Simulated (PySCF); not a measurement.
Species: CdMeF, CH3CdF (singlet state).
Bonds: Cd1–C2, Cd1–F6. Hydrogens: H3, H4, H5 on C2.

Method: PySCF 2.14.0, PBE0-D3(BJ)/def2-SVP geometry optimisation, gas phase, def2 core potentials past Kr; density fitting, grid level 1; the optimiser is geomeTRIC in internal coordinates, started from a GFN1-xTB structure with every atom displaced at random (about 0.03 Å).

Step 0: E = -8359.9730 eV
```
atom  x, y, z in Å  |  force x, y, z in eV/Å
Cd1     0.0515   -0.0593   -1.2604   -0.259   0.219  -0.160
C2     -0.0140   -0.0141    0.8411    2.613   0.470  -0.071
H3     -0.5072    0.9071    1.1971    0.250  -0.107  -0.051
H4      1.1268   -0.0642    1.1911   -2.508   0.111  -0.441
H5     -0.5714   -0.8753    1.1743   -0.193  -0.613   0.385
F6     -0.0227    0.0099   -3.2124    0.098  -0.080   0.337
```

Step 1: E = -8360.1386 eV
```
atom  x, y, z in Å  |  force x, y, z in eV/Å
Cd1     0.0408   -0.0419   -1.2614   -0.157   0.105   0.123
C2      0.0066   -0.0164    0.8249   -0.085  -0.104  -0.290
H3     -0.4650    0.9060    1.1859   -0.052   0.016   0.009
H4      1.0371   -0.0575    1.1794    0.251  -0.017   0.196
H5     -0.5426   -0.8930    1.1957   -0.011   0.043   0.040
F6     -0.0139    0.0068   -3.1938    0.055  -0.043  -0.077
```

**Question.** Estimate the geometry and energy of step 2. (The exact step hangs on the optimiser's Hessian estimate; all steps are aligned on step 1, rigid shifts and turns removed.)

**Answer.** E = -8360.1448 eV, largest force 0.143 eV/Å
```
atom  x, y, z in Å  |  force x, y, z in eV/Å
Cd1     0.0287   -0.0329   -1.2618   -0.083   0.060  -0.008
C2      0.0109   -0.0182    0.8205    0.103  -0.062  -0.078
H3     -0.4668    0.9021    1.1821   -0.018   0.012   0.014
H4      1.0445   -0.0595    1.1933   -0.033   0.002   0.035
H5     -0.5429   -0.8902    1.1952   -0.003   0.017   0.018
F6     -0.0112    0.0027   -3.1985    0.035  -0.029   0.020
```

The energy changes by -0.0062 eV. The first-order estimate −F·Δx gives -0.0093 eV and the mean of the old and new forces, exact on a quadratic surface, -0.0060 eV. The step makes an angle of 44° with the force vector and moves no atom by more than 0.016 Å.

The cost below is that of the whole optimisation. Hardware: an Arm Neoverse V2 with one thread, no GPU, shared host with 96 logical CPUs at a one-minute load of 26. Cost: 8.2 s wall, 0.30 GiB resident at most.
